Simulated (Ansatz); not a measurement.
**Nudged elastic band run: C₂H₈OSi**

Input file:

```yaml
crystal:
  periodic: [false, false, false]
  atoms:
    - { symbol: Si, position_ang: [-0.747225, -0.028858, 0.784755] }
    - { symbol: C, position_ang: [0.868538, -0.876717, 1.254167] }
    - { symbol: O, position_ang: [-1.001566, -0.016583, -0.881619] }
    - { symbol: C, position_ang: [-0.187394, 0.713903, -1.773124] }
    - { symbol: H, position_ang: [0.858183, 0.326323, -1.813937] }
    - { symbol: H, position_ang: [-1.920808, -0.773685, 1.348764] }
    - { symbol: H, position_ang: [-0.738011, 1.390362, 1.308281] }
    - { symbol: H, position_ang: [1.747394, -0.34228, 0.839148] }
    - { symbol: H, position_ang: [0.889732, -1.920888, 0.881589] }
    - { symbol: H, position_ang: [0.981654, -0.902617, 2.358107] }
    - { symbol: H, position_ang: [-0.135868, 1.797776, -1.511516] }
    - { symbol: H, position_ang: [-0.614428, 0.633266, -2.794516] }
basis:
  gaussian: { orbitals: def2-SVP }
hamiltonian:
  xc: pbe
  dispersion: d4
neb:
  order_check: false
  images: 7
  f_tol: 0.05
  max_iterations: 60
  final_atoms:
    - { symbol: Si, position_ang: [-1.2901882, 0.5367775, 0.01791919] }
    - { symbol: C, position_ang: [1.67775871, -1.12204196, 1.15993357] }
    - { symbol: O, position_ang: [-2.29031249, 1.2937815, -1.15254131] }
    - { symbol: C, position_ang: [-0.96096339, 1.02914664, -1.7206917] }
    - { symbol: H, position_ang: [1.44744181, -0.62130583, 0.19927811] }
    - { symbol: H, position_ang: [-1.64960216, -0.86678257, 0.38736142] }
    - { symbol: H, position_ang: [-0.86503481, 1.38722576, 1.17221815] }
    - { symbol: H, position_ang: [2.74857412, -0.97577438, 1.39650831] }
    - { symbol: H, position_ang: [1.45928976, -2.20278279, 1.07269544] }
    - { symbol: H, position_ang: [1.06337272, -0.68496071, 1.97016561] }
    - { symbol: H, position_ang: [-0.38097954, 1.94324118, -1.96146149] }
    - { symbol: H, position_ang: [-0.95915553, 0.28347765, -2.5412863] }
  initial_path:
    images:
      - { positions_ang: [[-0.747225, -0.028858, 0.784755], [0.868538, -0.876717, 1.254167], [-1.001566, -0.016583, -0.881619], [-0.187394, 0.713903, -1.773124], [0.858183, 0.326323, -1.813937], [-1.920808, -0.773685, 1.348764], [-0.738011, 1.390362, 1.308281], [1.747394, -0.34228, 0.839148], [0.889732, -1.920888, 0.881589], [0.981654, -0.902617, 2.358107], [-0.135868, 1.797776, -1.511516], [-0.614428, 0.633266, -2.794516]] }
      - { positions_ang: [[-0.81317512, 0.02676613, 0.74719708], [0.88907071, -0.83829699, 1.12213109], [-1.1031175, -0.00711843, -0.88305927], [-0.18636283, 0.6667551, -1.67133572], [0.8267426, 0.23896275, -1.48085046], [-1.9365131, -0.70157083, 1.37986369], [-0.7386189, 1.43155938, 1.25258526], [1.76583156, -0.27418684, 0.82900155], [0.94964544, -1.83500929, 0.67910929], [0.96506823, -0.97338299, 2.20116912], [-0.14579721, 1.7518627, -1.48317031], [-0.47257286, 0.5136613, -2.69254233]] }
      - { positions_ang: [[-0.87912524, 0.08239026, 0.70963917], [0.90960342, -0.79987698, 0.99009518], [-1.204669, 0.00234615, -0.88449954], [-0.18533166, 0.6196072, -1.56954744], [0.7953022, 0.15160249, -1.14776392], [-1.9522182, -0.62945665, 1.41096338], [-0.73922681, 1.47275675, 1.19688951], [1.78426913, -0.20609368, 0.8188551], [1.00955887, -1.74913058, 0.47662959], [0.94848246, -1.04414897, 2.04423124], [-0.15572643, 1.7059494, -1.45482462], [-0.33071773, 0.3940566, -2.59056866]] }
      - { positions_ang: [[-0.94507537, 0.13801439, 0.67208125], [0.93013613, -0.76145696, 0.85805927], [-1.30622051, 0.01181072, -0.8859398], [-0.18430049, 0.57245929, -1.46775915], [0.7638618, 0.06424224, -0.81467738], [-1.9679233, -0.55734248, 1.44206307], [-0.73983471, 1.51395413, 1.14119377], [1.80270669, -0.13800052, 0.80870865], [1.06947231, -1.66325187, 0.27414988], [0.93189669, -1.11491496, 1.88729337], [-0.16565564, 1.6600361, -1.42647893], [-0.18886259, 0.2744519, -2.48859499]] }
      - { positions_ang: [[-1.01102549, 0.19363853, 0.63452333], [0.95066884, -0.72303695, 0.72602336], [-1.40777201, 0.0212753, -0.88738007], [-0.18326933, 0.52531139, -1.36597087], [0.73242139, -0.02311802, -0.48159085], [-1.9836284, -0.48522831, 1.47316277], [-0.74044262, 1.5551515, 1.08549802], [1.82114425, -0.06990735, 0.7985622], [1.12938574, -1.57737316, 0.07167017], [0.91531093, -1.18568094, 1.73035549], [-0.17558486, 1.61412281, -1.39813324], [-0.04700745, 0.15484721, -2.38662132]] }
      - { positions_ang: [[-1.08081617, 0.27942327, 0.4803723], [1.1324413, -0.8227882, 0.83450092], [-1.62840713, 0.33940185, -0.95367038], [-0.37769284, 0.6512702, -1.45465108], [0.9111765, -0.17266497, -0.31137361], [-1.90012184, -0.58061687, 1.20171243], [-0.77159067, 1.51317007, 1.10717805], [2.05300172, -0.29637411, 0.94804873], [1.21186175, -1.73372557, 0.32192649], [0.95232637, -1.06050088, 1.79030802], [-0.22693353, 1.6964024, -1.5389653], [-0.27504447, 0.18700482, -2.42528756]] }
      - { positions_ang: [[-1.15060685, 0.36520801, 0.32622126], [1.31421377, -0.92253946, 0.94297847], [-1.84904225, 0.6575284, -1.01996069], [-0.57211636, 0.77722902, -1.54333129], [1.0899316, -0.32221192, -0.14115637], [-1.81661528, -0.67600544, 0.9302621], [-0.80273871, 1.47118863, 1.12885808], [2.28485919, -0.52284087, 1.09753525], [1.29433775, -1.89007797, 0.57218281], [0.98934182, -0.93532082, 1.85026055], [-0.2782822, 1.77868199, -1.67979736], [-0.50308149, 0.21916243, -2.46395381]] }
      - { positions_ang: [[-1.22039752, 0.45099276, 0.17207023], [1.49598624, -1.02229071, 1.05145602], [-2.06967737, 0.97565495, -1.086251], [-0.76653988, 0.90318783, -1.6320115], [1.26868671, -0.47175887, 0.02906087], [-1.73310872, -0.771394, 0.65881176], [-0.83388676, 1.4292072, 1.15053811], [2.51671665, -0.74930763, 1.24702178], [1.37681376, -2.04643038, 0.82243913], [1.02635727, -0.81014077, 1.91021308], [-0.32963087, 1.86096158, -1.82062942], [-0.73111851, 0.25132004, -2.50262005]] }
      - { positions_ang: [[-1.2901882, 0.5367775, 0.01791919], [1.67775871, -1.12204196, 1.15993357], [-2.29031249, 1.2937815, -1.15254131], [-0.96096339, 1.02914664, -1.7206917], [1.44744181, -0.62130583, 0.19927811], [-1.64960216, -0.86678257, 0.38736142], [-0.86503481, 1.38722576, 1.17221815], [2.74857412, -0.97577438, 1.39650831], [1.45928976, -2.20278279, 1.07269544], [1.06337272, -0.68496071, 1.97016561], [-0.38097954, 1.94324118, -1.96146149], [-0.95915553, 0.28347765, -2.5412863]] }
```

Command:

```bash
$ ansatz run input.yaml --threads 2 --pin off --max-ram 3072MiB --backend cpu --events-out ev --progress --plain --runs-dir out
```

Output, in part (warnings, iteration lines, the closing report on the highest movable image, with atoms numbered from 0):

```
NEB end point (image 0): max|allowed force component| = 1.301e-2 eV/Å (the criterion of neb.relax_end_points is 1.000e-2)
NEB end point (image 8): max|allowed force component| = 2.574e-2 eV/Å (the criterion of neb.relax_end_points is 1.000e-2)
NEB iter   1: max|band force component| = 8.626e0 eV/Å  barrier→ = 5.9539 eV  barrier← = 4.1672 eV  Δτ_max = 0.2000 Å  (246 SCF iters)
NEB iter   2: max|band force component| = 3.560e0 eV/Å  barrier→ = 4.5543 eV  barrier← = 2.7675 eV  Δτ_max = 0.1971 Å  (216 SCF iters)
NEB iter   3: max|band force component| = 1.797e0 eV/Å  barrier→ = 3.9371 eV  barrier← = 2.1504 eV  Δτ_max = 0.1919 Å  (201 SCF iters)
NEB iter   4: max|band force component| = 1.967e0 eV/Å  barrier→ = 3.3365 eV  barrier← = 1.5498 eV  Δτ_max = 0.1009 Å  (209 SCF iters)
NEB iter   5: max|band force component| = 1.074e0 eV/Å  barrier→ = 3.3022 eV  barrier← = 1.5155 eV  Δτ_max = 0.1981 Å  (202 SCF iters)
NEB iter   6: max|band force component| = 1.310e0 eV/Å  barrier→ = 3.8573 eV  barrier← = 2.0706 eV  Δτ_max = 0.0992 Å  (201 SCF iters)
NEB iter   7: max|band force component| = 4.146e-1 eV/Å  barrier→ = 3.8450 eV  barrier← = 2.0583 eV  CI = image 4  Δτ_max = 0.1803 Å  (202 SCF iters)
NEB iter   8: max|band force component| = 4.320e-1 eV/Å  barrier→ = 3.8184 eV  barrier← = 2.0317 eV  CI = image 4  Δτ_max = 0.0907 Å  (201 SCF iters)
NEB iter   9: max|band force component| = 2.451e-1 eV/Å  barrier→ = 3.7840 eV  barrier← = 1.9973 eV  CI = image 4  Δτ_max = 0.1651 Å  (200 SCF iters)
NEB iter  10: max|band force component| = 1.313e-1 eV/Å  barrier→ = 3.7576 eV  barrier← = 1.9709 eV  CI = image 4  Δτ_max = 0.1379 Å  (202 SCF iters)
NEB iter  11: max|band force component| = 1.672e-1 eV/Å  barrier→ = 3.7490 eV  barrier← = 1.9623 eV  CI = image 4  Δτ_max = 0.0699 Å  (194 SCF iters)
NEB iter  12: max|band force component| = 1.130e-1 eV/Å  barrier→ = 3.7398 eV  barrier← = 1.9531 eV  CI = image 4  Δτ_max = 0.0695 Å  (202 SCF iters)
NEB iter  13: max|band force component| = 9.572e-2 eV/Å  barrier→ = 3.7358 eV  barrier← = 1.9491 eV  CI = image 4  Δτ_max = 0.0694 Å  (200 SCF iters)
NEB iter  14: max|band force component| = 5.946e-2 eV/Å  barrier→ = 3.7334 eV  barrier← = 1.9467 eV  CI = image 4  Δτ_max = 0.0345 Å  (201 SCF iters)
NEB iter  15: max|band force component| = 5.223e-2 eV/Å  barrier→ = 3.7327 eV  barrier← = 1.9460 eV  CI = image 4  Δτ_max = 0.0176 Å  (203 SCF iters)
NEB iter  16: max|band force component| = 1.908e-2 eV/Å  barrier→ = 3.7325 eV  barrier← = 1.9458 eV  CI = image 4  Δτ_max = 0.0000 Å  (395 SCF iters)
Total energy: -12111.16266571 eV, -445.0770187240 hartree
Atom 0 at    -0.919050     0.195126     0.406275 Å, force     0.010765    -0.004127    -0.016358 eV/Å
Atom 1 at     1.029164    -0.796597     0.786682 Å, force     0.020288     0.003725     0.011565 eV/Å
Atom 2 at    -1.672314     0.198492    -1.089451 Å, force     0.005070     0.004810     0.007862 eV/Å
Atom 3 at    -0.323529     0.777047    -1.406160 Å, force    -0.011476     0.005828     0.009732 eV/Å
Atom 4 at     0.648749     0.058259    -0.173987 Å, force    -0.015290    -0.007313    -0.009733 eV/Å
Atom 5 at    -1.586618    -0.883046     1.239929 Å, force    -0.001031     0.004893    -0.004704 eV/Å
Atom 6 at    -0.775617     1.444983     1.222428 Å, force    -0.002230    -0.000870    -0.004881 eV/Å
Atom 7 at     2.080195    -0.550427     0.519756 Å, force    -0.000531     0.001379     0.002081 eV/Å
Atom 8 at     0.826000    -1.851436     0.524649 Å, force    -0.003574    -0.001245    -0.000244 eV/Å
Atom 9 at     0.922184    -0.632149     1.877007 Å, force    -0.002181    -0.005061     0.001864 eV/Å
Atom 10 at    -0.389191     1.849399    -1.690447 Å, force    -0.000535     0.000822    -0.001417 eV/Å
Atom 11 at     0.160229     0.190351    -2.216583 Å, force     0.000726    -0.002841     0.004235 eV/Å
Dipole moment:     0.523445    -0.082341     0.269300 e Å
```

The forces met the threshold. Neighbouring images differ by up to 2.4 eV, so the band resolves the path poorly. A vibrational analysis at the climbing image gives one clearly imaginary mode, 1216i cm⁻¹: a first-order saddle point. The orbitals stay closed-shell, which can raise the energy where a bond breaks towards radicals; this wasn't checked here.

Final band (atoms are numbered from 1 in the order of the input):

| image | path coordinate (Å) | energy (eV) | Si1–C2 (Å) | C4–H5 (Å) | Si1–C4 (Å) |
| --- | --- | --- | --- | --- | --- |
| 0 | 0.00 | 0.00 | 1.88 | 1.12 | 2.72 |
| 1 | 0.78 | 0.02 | 1.88 | 1.12 | 2.71 |
| 2 | 1.56 | 0.18 | 1.89 | 1.11 | 2.54 |
| 3 | 2.33 | 1.29 | 1.97 | 1.18 | 2.25 |
| 4 | 3.11 | 3.73 | 2.22 | 1.73 | 1.99 |
| 5 | 4.04 | 2.42 | 2.77 | 2.24 | 1.84 |
| 6 | 4.96 | 1.87 | 3.26 | 2.67 | 1.83 |
| 7 | 5.89 | 1.79 | 3.56 | 3.22 | 1.83 |
| 8 | 6.81 | 1.79 | 3.59 | 3.49 | 1.84 |

Time of the run: 2.7 min on 2 threads of Arm Neoverse V2, on a shared host, peak memory 0.13 GiB.
